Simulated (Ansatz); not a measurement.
## Calibrating wB97X-V/def2-TZVPP on molecular compounds of Si

The atomisation energy (no zero-point term) in kJ/mol of 6 molecular compounds of Si: x at wB97X-V/def2-TZVPP, y at CCSD(T)/CBS estimate. Shapes, held fixed at every level: PBE0-D4/def2-TZVP. Flexible molecules stand in one conformer, not always the lowest. Programs: Ansatz 0.2.0.

| molecule | x (kJ/mol) | y (kJ/mol) |
| --- | --- | --- |
| Si2H4SO (SMILES [SiH3]O[Si]S) | 2673 | 2664 |
| C2H6S2Si (SMILES CS[Si]SC) | 3885 | 3872 |
| C2H7NSi (SMILES CN(C)[SiH]) | 3961 | ? |
| C2H7NOSi (SMILES CN(C)[Si]O) | 4577 | 4568 |
| C3H7FOSi (SMILES CC(C)O[Si]F) | 5270 | 5268 |
| C8H18O2Si (SMILES CC(C)(C)O[Si]OC(C)(C)C) | 11778 | 11762 |

**Question.** Fit y = c + s·x to the known rows and predict y for C2H7NSi.

**Answer.** 
1. Means of the 5 rows: x = 5636.60, y = 5626.8.
2. Σ(Δx)² = 50824969, Σ(Δx·Δy) = 50786420, so the slope is 50786420/50824969 = 0.99924.
3. Intercept: 5626.8 − (0.99924) × 5636.60 = -5.5. The largest residual of the fit is 7.5.
4. C2H7NSi: -5.5 + 0.99924 × 3961 = 3952 kJ/mol.

CCSD(T)/CBS estimate gives 3946 kJ/mol, so the prediction is off by +6 kJ/mol, within the largest residual. Uncorrected, wB97X-V/def2-TZVPP misses C2H7NSi by +15 kJ/mol, and the other rows by 10 on average. The line removes about 60 % of this miss. C8H18O2Si lies far out in x and weighs most in the slope. Left out in turn, the other rows are missed by 9 kJ/mol on average, hardly better than no correction. The CBS estimate extrapolates MP2 from def2-TZVPP and def2-QZVPP and adds CCSD(T) − MP2 in the triple-zeta set, cores frozen.
